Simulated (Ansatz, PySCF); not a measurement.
Gas-phase reaction in SMILES: Fc1cnccn1 [2-fluoropyrazine] + 5 C (CH4) + 2 N (NH3) → C=C (C2H4) [ethene] + 2 C=N (CH3N) + CC (C2H6) [ethane] + CF (CH3F) [fluoromethane] + 2 CN (CH5N) [methanamine]
Geometries: B3LYP-D3(BJ)/def2-TZVP minima from Ansatz (an electronic-structure program). Frequencies are from Ansatz or PySCF. Unstable Hartree-Fock reference: Fc1cnccn1.

Quantity: bond separation energy (enthalpy at 298 K, with B3LYP-D3(BJ) rigid-rotor harmonic-oscillator terms), in kcal/mol. Cores are frozen in the correlated levels unless marked. Spin-orbit coupling is left out. Non-relativistic. CBS(X,Y): correlation extrapolated as X^-3; Hartree-Fock from the larger set. [CCSD(T)-MP2]/basis is that difference in the basis named.

RI-MP2/CBS(cc-pVTZ,cc-pVQZ)+[CCSD(T)-MP2]/cc-pVTZ (Ansatz) gives 79.5 kcal/mol.

### Question
Another calculation gave 78.9 kcal/mol. Which level was it?
(A) SVWN5/def2-TZVPD (Ansatz)
(B) BLYP/def2-TZVPD (Ansatz)
(C) r2SCANh/def2-TZVPD (Ansatz)
(D) BHLYP/def2-TZVPD (Ansatz)

### Answer
D, BHLYP/def2-TZVPD (Ansatz). The others give 89.6 (r2SCANh), 81.8 (BLYP), 93.7 (SVWN5) kcal/mol.
